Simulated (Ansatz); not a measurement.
Born–Oppenheimer molecular dynamics of CH₈OSi₂ (12 atoms, charge 0, multiplicity 1). It starts from a rough guess of a transition structure, not a stationary point.

All numbers below come from UKS B3LYP/STO-3G (Ansatz).

| Property | Result |
| --- | --- |
| ensemble | NVE (velocity Verlet) |
| time step | 0.5 fs |
| steps asked | 150 |
| starting velocities drawn for | 600 K |
| seed | 296466 |

First frame:

```xyz
12
Properties=species:S:1:pos:R:3
Si -1.056 -0.757 0.344
Si -0.253 1.671 -0.057
O -0.193 -1.533 -0.756
C 0.999 -1.113 -0.341
H 0.986 0.268 -0.230
H -0.702 -1.194 1.700
H -2.412 -1.226 0.080
H 0.582 2.147 1.055
H 0.404 2.032 -1.325
H -1.456 2.513 -0.029
H 1.776 -1.346 -1.077
H 1.324 -1.462 0.636
```

Problem. How far do the bonds stretch over the last three quarters of this one trajectory? (Pairs bonded in most of those frames.)

Solution. 
```json
{"bond": "Si1–Si2", "mean (Å)": "2.334", "spread (Å)": "0.199", "shortest": "2.04", "longest": "2.58"}
{"bond": "Si1–O3", "mean (Å)": "1.738", "spread (Å)": "0.135", "shortest": "1.57", "longest": "1.97"}
{"bond": "Si1–H6", "mean (Å)": "1.470", "spread (Å)": "0.061", "shortest": "1.37", "longest": "1.55"}
{"bond": "Si1–H7", "mean (Å)": "1.457", "spread (Å)": "0.047", "shortest": "1.39", "longest": "1.53"}
{"bond": "Si2–H8", "mean (Å)": "1.447", "spread (Å)": "0.008", "shortest": "1.43", "longest": "1.47"}
{"bond": "Si2–H9", "mean (Å)": "1.449", "spread (Å)": "0.053", "shortest": "1.38", "longest": "1.53"}
{"bond": "Si2–H10", "mean (Å)": "1.449", "spread (Å)": "0.058", "shortest": "1.36", "longest": "1.54"}
{"bond": "O3–C4", "mean (Å)": "1.468", "spread (Å)": "0.094", "shortest": "1.26", "longest": "1.60"}
{"bond": "C4–H5", "mean (Å)": "1.171", "spread (Å)": "0.129", "shortest": "0.95", "longest": "1.36"}
{"bond": "C4–H11", "mean (Å)": "1.124", "spread (Å)": "0.057", "shortest": "1.02", "longest": "1.23"}
{"bond": "C4–H12", "mean (Å)": "1.122", "spread (Å)": "0.054", "shortest": "1.03", "longest": "1.23"}
```

Mean temperature of the second half: 1421 K. The conserved energy stayed within 1.5 meV per atom of its start (net change -0.084 meV per atom), so the integration is sound. The system heated up, since it started high on the potential surface and ran downhill. A run of 0.075 ps of so small a system gives no equilibrium averages. The orbitals stay closed-shell, which can raise the energy where a bond breaks towards radicals; this wasn't checked here. Limits of this set-up: minimal basis.

Time of the run: 6.8 min on 1 thread of Arm Neoverse V2, on a shared host, peak memory 0.13 GiB.
